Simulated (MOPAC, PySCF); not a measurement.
H14Ge6S2, SMILES `[SH][GeH2][GeH2][GeH2][GeH2][GeH2][GeH2][SH]`, neutral singlet in the gas phase. 

Z-matrix (Å, degrees):
```
Ge
H 1 1.5464
H 1 1.5465 2 107.43
Ge 1 2.4437 2 109.30 3 -118.40
H 4 1.5464 1 109.24 2 179.75
H 4 1.5465 5 107.43 1 -118.42
Ge 1 2.4451 2 109.45 3 118.68
H 7 1.5447 1 109.73 2 179.48
H 7 1.5467 8 107.70 1 118.72
Ge 7 2.4420 8 108.96 9 117.29
H 10 1.5419 7 111.72 8 54.74
H 10 1.5467 11 109.06 7 -123.42
S 10 2.2588 11 104.11 12 -117.92
H 13 1.3536 10 94.38 11 -176.15
Ge 4 2.4451 5 109.43 6 -118.66
H 15 1.5446 4 109.70 5 179.30
H 15 1.5467 16 107.70 4 -118.74
Ge 15 2.4420 16 108.97 17 -117.30
H 18 1.5420 15 111.74 16 -55.15
H 18 1.5467 19 109.07 15 123.38
S 18 2.2589 19 104.10 20 117.89
H 21 1.3532 18 94.38 19 176.48
```
Charge 0, spin multiplicity 1.

All levels are single points at this geometry (B3LYP-D3(BJ)/def2-SVP); Pople sets use spherical d functions. Orbital energies aren't observables, and empty levels follow the basis.

```json
[
 {"level": "B3LYP-D3(BJ)/def2-TZVP in PySCF", "HOMO (eV)": "-6.65", "LUMO (eV)": "-1.68", "gap (eV)": "4.97", "dipole (D)": "0.02", "vertical IE, Delta-SCF (eV)": "7.95"},
 {"level": "PBE-D3(BJ)/def2-TZVP in PySCF", "HOMO (eV)": "-5.82", "LUMO (eV)": "-2.21", "gap (eV)": "3.61", "dipole (D)": "0.01", "vertical IE, Delta-SCF (eV)": "7.53"},
 {"level": "r2SCAN-D4/def2-TZVP in PySCF", "HOMO (eV)": "-6.08", "LUMO (eV)": "-2.06", "gap (eV)": "4.02", "dipole (D)": "0.02", "vertical IE, Delta-SCF (eV)": "–"},
 {"level": "B3LYP/3-21G in PySCF", "HOMO (eV)": "-6.65", "LUMO (eV)": "-1.61", "gap (eV)": "5.04", "dipole (D)": "0.02", "vertical IE, Delta-SCF (eV)": "–"},
 {"level": "B3LYP/6-31G* in PySCF", "HOMO (eV)": "-6.52", "LUMO (eV)": "-1.59", "gap (eV)": "4.93", "dipole (D)": "0.02", "vertical IE, Delta-SCF (eV)": "7.84"},
 {"level": "B3LYP/LANL2DZ in PySCF", "HOMO (eV)": "-6.74", "LUMO (eV)": "-1.63", "gap (eV)": "5.11", "dipole (D)": "0.02", "vertical IE, Delta-SCF (eV)": "–"},
 {"level": "M06-2X/6-31G* in PySCF", "HOMO (eV)": "-7.76", "LUMO (eV)": "-0.69", "gap (eV)": "7.07", "dipole (D)": "0.02", "vertical IE, Delta-SCF (eV)": "–"},
 {"level": "PBE/6-31G* in PySCF", "HOMO (eV)": "-5.69", "LUMO (eV)": "-2.13", "gap (eV)": "3.56", "dipole (D)": "0.02", "vertical IE, Delta-SCF (eV)": "7.44"},
 {"level": "SVWN5/6-31G* in PySCF", "HOMO (eV)": "-5.76", "LUMO (eV)": "-2.33", "gap (eV)": "3.43", "dipole (D)": "0.02", "vertical IE, Delta-SCF (eV)": "–"},
 {"level": "HF/3-21G in PySCF", "HOMO (eV)": "-9.17", "LUMO (eV)": "1.28", "gap (eV)": "10.45", "dipole (D)": "0.03", "vertical IE, Delta-SCF (eV)": "–"},
 {"level": "HF/6-31G* in PySCF", "HOMO (eV)": "-9.06", "LUMO (eV)": "1.60", "gap (eV)": "10.65", "dipole (D)": "0.02", "vertical IE, Delta-SCF (eV)": "8.29"},
 {"level": "AM1 in MOPAC", "HOMO (eV)": "-9.44", "LUMO (eV)": "-2.23", "gap (eV)": "7.21", "dipole (D)": "0.04", "vertical IE, Delta-SCF (eV)": "–"},
 {"level": "PM3 in MOPAC", "HOMO (eV)": "-9.47", "LUMO (eV)": "-3.70", "gap (eV)": "5.77", "dipole (D)": "0.03", "vertical IE, Delta-SCF (eV)": "–"}
]
```
